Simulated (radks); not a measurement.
The numbers below are computed, except where a source is named.
Polarisability of neutral sulfur, [Ne] 3s2 3p4, at imaginary frequency. Level of theory: non-relativistic Kohn-Sham, exchange-only LDA, spin-polarised, spherical densities, point nucleus; open shells are filled with parallel spins first (a radial shooting solver on a logarithmic mesh with Libxc functionals). Response by self-consistent Sternheimer equations with the Hartree and adiabatic exchange-only LDA kernel.

w (hartree)  alpha1(iw) (bohr^3)
0.00266                    23.24
0.0143                     23.20
0.0360                     22.98
0.0697                     22.33
0.118                      20.89
0.186                      18.44
0.280                      15.10
0.413                      11.28
0.605                      7.605
0.892                      4.574
1.35                       2.440
2.12                       1.150
3.59                      0.4742
6.94                      0.1636
17.5                     0.03620

Static values: alpha1 = 23.24 bohr^3 (3.444 angstrom^3; uncoupled 34.91). C6 = 163.1, triple-dipole C9 = 2721 atomic units. One-pole (London) frequency 4 C6 / (3 alpha1^2) = 0.403 hartree, against 0.174 for minus the highest occupied eigenvalue. The dipole shielding factor is 1.000, as the force sum rule N/Z = 1.000 demands. Recommended static value: 19.4 bohr^3 (Schwerdtfeger and Nagle, 2023 table).
